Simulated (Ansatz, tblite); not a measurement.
Cost and result up the ladder for HgF3⁻ (4 atoms). The state is a singlet with charge -1. Geometry: r2SCAN-D4/def2-TZVPD.

Cartesian coordinates in Å:
```
Hg -0.0025 -0.0017 0.0020
F 1.4475 -1.3627 0.6974
F -2.0011 -0.1541 0.6478
F 0.5561 1.5185 -1.3472
```

Ansatz on 2 threads of Arm Neoverse V1 on a shared host; xTB runs through tblite on one thread. Times are rough, summed over both states, and most runs start from the orbitals of an earlier one. PBE0-D4/def2-TZVPD serves as the yardstick here, not as an exact answer. The other state is a doublet.

In the def2 sets Hg takes a core potential; there is no spin–orbit coupling. The xTB rows come from tblite. The structure comes from a short search, and lower isomers may exist.

Raw xTB energies of ions are shifted by several eV.

| level | functions | wall time |
| --- | --- | --- |
| GFN1-xTB | 16 | 0.004 s |
| GFN2-xTB | 16 | 0.006 s |
| PBE-D4/def2-TZVPD | 166 | 11 s |
| PBE0-D4/def2-TZVPD (with forces) | 166 | 19 s |
| r2SCAN-D4/def2-TZVPD | 166 | 27 s |

Estimate what each level gives for the vertical IE (eV).


| level | vertical IE (eV) | difference from PBE0-D4/def2-TZVPD (eV) |
| --- | --- | --- |
| GFN1-xTB | 11.51 | 5.47 |
| GFN2-xTB | 11.09 | 5.04 |
| PBE-D4/def2-TZVPD | 5.47 | -0.58 |
| PBE0-D4/def2-TZVPD (with forces) | 6.05 | 0.00 |
| r2SCAN-D4/def2-TZVPD | 5.63 | -0.41 |
